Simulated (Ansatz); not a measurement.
Mulliken charges of CH$_{4}$O$_{2}$S$_{2}$W (`C[O][W]([OH])(=[S])=[S]`) from PBE/def2-TZVPP in Ansatz (PBE0-D4/def2-TZVP geometry).

```
atom   x (Å)   y (Å)   z (Å)  charge (e)
  C1   0.727  -1.657   0.625      -0.113
  O2   0.446  -0.556  -0.204      -0.284
  W3  -0.397   1.080  -0.190       0.632
  O4  -1.405   1.292  -1.756      -0.337
  S5   1.062   2.623  -0.026      -0.232
  S6  -1.687   1.138   1.502      -0.225
  H7   1.710  -1.523   1.083       0.117
  H8   0.734  -2.559   0.011       0.114
  H9  -0.032  -1.745   1.406       0.110
 H10  -1.158   1.907  -2.452       0.219
```

Problem. By hand: the dipole of these point charges (1 e Å = 4.8032 D).

Solution. Σ q r = (0.174, -0.517, -0.127) e Å, of length 0.560 e Å = 2.69 D.

Problem. How does the dipole of the full density compare? (Best estimate.)

Solution. The calculation gave: (0.157, -0.500, -0.354) e Å, 3.04 D; the point charges give 0.88 times that, at 21° from its direction.

Point charges leave out the atoms' own dipoles, such as those of lone pairs, and Mulliken's split depends on the basis, so the two needn't agree.
